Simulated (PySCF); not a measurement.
Bonding in `C=C(C)[SiH3]`

Species: C3H8Si.
SMILES with atom numbers: `[CH2:1]=[C:2]([CH3:3])[SiH3:4]` (hydrogens: H5, H6 on C1; H7, H8, H9 on C3; H10, H11, H12 on Si4)

Cartesian coordinates in Å at the GFN2-xTB level; atoms count from 1:
```xyz
12
C3H8Si angstrom
C     -0.6380    1.4406    0.3822
C     -0.2015    0.2212    0.0975
C     -1.0662   -0.9828    0.3232
Si     1.5203   -0.1071   -0.6067
H     -0.0295    2.3156    0.2248
H     -1.6239    1.6219    0.7863
H     -0.5800   -1.6691    1.0156
H     -2.0383   -0.7076    0.7292
H     -1.2170   -1.5167   -0.6146
H      2.2407    1.1554   -0.7695
H      1.3854   -0.7804   -1.9029
H      2.2492   -0.9917    0.3087
```

Bond orders from the PBE0/pcSseg-1 density (PySCF). Geometry: GFN2-xTB; no solvent, vibrations or thermal averaging.

**Question.** Where do the orders between heavy atoms depart from those drawn in the SMILES?

**Answer.** The largest departure is 0.124, at C2–Si4 (drawn single, 0.876). Drawn single, order below 0.88: C2–Si4 (0.876).

**Question.** Set the Mayer orders of the bonds beside their lengths.

**Answer.** 
| bond | drawn as | length (Å) | Mayer order |
| --- | --- | --- | --- |
| C1–C2 | double | 1.326 | 1.974 |
| C2–C3 | single | 1.499 | 1.041 |
| C2–Si4 | single | 1.889 | 0.876 |
| C1–H5 | single | 1.077 | 0.951 |
| C1–H6 | single | 1.081 | 0.947 |
| C3–H7 | single | 1.090 | 0.950 |
| C3–H8 | single | 1.089 | 0.964 |
| C3–H9 | single | 1.090 | 0.950 |
| Si4–H10 | single | 1.463 | 0.947 |
| Si4–H11 | single | 1.467 | 0.937 |
| Si4–H12 | single | 1.467 | 0.937 |

By pair of heavy elements: C–C: lowest C2–C3 (1.041, 1.499 Å), highest C1–C2 (1.974, 1.326 Å).

**Question.** Sum the orders of all bonds at each heavy atom with more than one neighbour and set the sums beside the valence in the SMILES.

**Answer.** C1 3.872 (drawn 4), C2 3.891 (drawn 4), C3 3.905 (drawn 4), Si4 3.697 (drawn 4). Orders between atoms that aren't bonded are not in these sums.

Mayer orders depend on the basis set.
